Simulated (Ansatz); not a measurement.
A run for Ansatz (a first-principles code): R-CCSD(T)/def2-TZVPPD on dimethyl telluride (SMILES C[Te]C), atoms moved off the minimum. Elements past Kr take the def2 small-core potentials; no spin–orbit coupling. Files ending in .json are basis or fitting sets from the Basis Set Exchange. The run froze 11 orbitals, filled d shells among them.

Ansatz 0.2 input:
```yaml
crystal:
  periodic: [false, false, false]
  atoms:
    - {symbol: C, position_ang: [1.56715677, -0.37166117, 1.08864201]}
    - {symbol: Te, position_ang: [-0.04271629, 0.09094702, -0.27541784]}
    - {symbol: C, position_ang: [-1.53518349, -0.50955374, 0.79903155]}
    - {symbol: H, position_ang: [1.52872460, -1.48417028, 1.25329038]}
    - {symbol: H, position_ang: [2.49661900, -0.05935616, 0.64540737]}
    - {symbol: H, position_ang: [1.37942481, 0.09844560, 1.91286181]}
    - {symbol: H, position_ang: [-1.53592544, -1.56998951, 1.00011978]}
    - {symbol: H, position_ang: [-2.52904810, -0.35115318, 0.33157458]}
    - {symbol: H, position_ang: [-1.56143579, -0.12307740, 1.76975020]}
basis:
  gaussian:
    orbitals: def2-TZVPPD.json
magnetization: {spin_polarized: false}
correlation: {method: ccsd_t, electrons: outside_noble_gas}
scf: {lower_state_search: off}
output: {forces: true}
```

It printed:

```
WARN ansatz: RAYON_NUM_THREADS=6 ignored (pool sized by the plan → 6); use --threads N
Functional definition: HF
these checks for a lower state are left out or cut short: starts, cluster_reference, orbital_swaps, neighbouring_geometries, increment
integrals: 1.32 GiB planned
1511 factors; integrals over basis functions are off by at most 1.0e-3 eV
mean field: 0.88 GiB planned
mean field evaluation 1: about -9418.8984 eV, gradient 2.9e1 eV
mean field evaluation 2: about -9418.9413 eV, gradient 2.9e1 eV
mean field evaluation 4: about -9421.0905 eV, gradient 3.5e0 eV
mean field evaluation 8: about -9421.1285 eV, gradient 1.9e-1 eV
mean field -9421.12867036 eV, -346.2200927655 hartree, gradient 1.1e-6 eV, S^2 0.000000; 0 other end points of the search recorded, 0 dependent functions left out
11 core orbitals not correlated
reference -9421.12867036 eV, -346.2200927655 hartree; 10, 10 occupied and 214, 214 virtual orbitals, 1511 factors
densities: 9.01 GiB planned
second order -13.65984873 eV of doubles, -0.00000000 eV of singles
coupled cluster: 4.21 GiB planned
cycle   1  -14.34329164 eV  change   -6.8e-1 eV  update   7.8e-2
cycle   2  -14.69905114 eV  change   -3.6e-1 eV  update   2.3e-2
cycle   3  -14.75216175 eV  change   -5.3e-2 eV  update   8.8e-3
cycle   4  -14.75028912 eV  change    1.9e-3 eV  update   2.2e-3
cycle   5  -14.75023315 eV  change    5.6e-5 eV  update   7.5e-4
cycle   6  -14.75019722 eV  change    3.6e-5 eV  update   2.5e-4
cycle   7  -14.75016599 eV  change    3.1e-5 eV  update   8.4e-5
cycle   8  -14.75017859 eV  change   -1.3e-5 eV  update   3.1e-5
cycle   9  -14.75017650 eV  change    2.1e-6 eV  update   9.5e-6
cycle  10  -14.75017134 eV  change    5.2e-6 eV  update   3.6e-6
perturbative correction -0.58593950 eV, -0.0215328795 hartree
the calculation of the forces begins
mean field evaluation 16: about -9421.1287 eV, gradient 1.1e-6 eV
Total energy: -9436.46478121 eV, -346.7836844438 hartree
Atom 0 at     1.567157    -0.371661     1.088642 Å, force     0.046700    -4.122573    -4.385690 eV/Å
Atom 1 at    -0.042716     0.090947    -0.275418 Å, force     3.572177     1.794122    -3.171147 eV/Å
Atom 2 at    -1.535183    -0.509554     0.799032 Å, force    -4.040006    -2.449673     1.622966 eV/Å
Atom 3 at     1.528725    -1.484170     1.253290 Å, force     0.329365     1.073633    -0.156285 eV/Å
Atom 4 at     2.496619    -0.059356     0.645407 Å, force     0.290036     0.012517    -0.225889 eV/Å
Atom 5 at     1.379425     0.098446     1.912862 Å, force    -0.929550     2.864047     5.026837 eV/Å
Atom 6 at    -1.535925    -1.569990     1.000120 Å, force     0.195693    -0.684474    -0.250008 eV/Å
Atom 7 at    -2.529048    -0.351153     0.331575 Å, force     0.684746     0.307108     0.065260 eV/Å
Atom 8 at    -1.561436    -0.123077     1.769750 Å, force    -0.149160     1.205293     1.473956 eV/Å
Dipole moment:    -0.049981    -0.137014     0.290641 e Å
Checks for a lower state left out: starts, cluster_reference, orbital_swaps, neighbouring_geometries, increment
```

The run converged.

Cost: around 18 core-minutes (rough).
